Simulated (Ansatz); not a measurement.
A search over several starts for the lowest SCF solution of (H3Sn)2S (Sn2H6S) at the given spin, in a small basis.

```yaml
crystal:
  periodic: [false, false, false]
  atoms:
    - {symbol: Sn, position_ang: [-1.040948, -1.311863, 0.791070]}
    - {symbol: H, position_ang: [-0.818660, -0.642442, 2.353202]}
    - {symbol: H, position_ang: [-1.395348, -2.980992, 0.872031]}
    - {symbol: H, position_ang: [-2.267296, -0.451701, -0.045304]}
    - {symbol: S, position_ang: [1.038411, -1.159740, -0.461948]}
    - {symbol: Sn, position_ang: [1.100627, 1.245698, -0.818256]}
    - {symbol: H, position_ang: [2.668220, 1.571297, -1.414158]}
    - {symbol: H, position_ang: [-0.105609, 1.688644, -1.952550]}
    - {symbol: H, position_ang: [0.820602, 2.041109, 0.675914]}
basis:
  gaussian: {orbitals: def2-SVP, initial_orbitals: start.molden}
hamiltonian: {xc: pbe0, dispersion: d4}
output: {orbitals: {seedname: orbitals}}
```

The file start.molden holds the orbitals of an earlier run on this structure, at another level or in another basis.

```sh
$ ansatz run in.yaml --threads 4 --pin off --events-out ev --progress --plain --max-ram 3916MiB
```

Shortened log:

```
Functional definition: PBE0
1148 factors; integrals over basis functions are off by at most 4.4e-4 eV
mean field evaluation 1: about -22588.7373 eV, gradient 3.9e0 eV
mean field evaluation 2: about -22588.7692 eV, gradient 3.2e-2 eV
mean field evaluation 4: about -22588.8176 eV, gradient 1.8e-4 eV
mean field evaluation 8: about -22587.9977 eV, gradient 1.6e1 eV
mean field evaluation 16: about -22588.8176 eV, gradient 4.0e-3 eV
mean field -22588.81757583 eV, -830.1237346614 hartree, gradient 1.8e-5 eV, S^2 0.000000; 1 other end points of the search recorded, 0 dependent functions left out
reference -22588.81761344 eV, -830.1237360435 hartree; 33, 33 occupied and 67, 67 virtual orbitals, 1148 factors
Total energy: -22589.02317701 eV, -830.1312903653 hartree
```

Run time 1.8 s (4 threads of Arm Neoverse V1 on a shared host).

In the def2 sets Sn takes a core potential; there is no spin–orbit coupling.
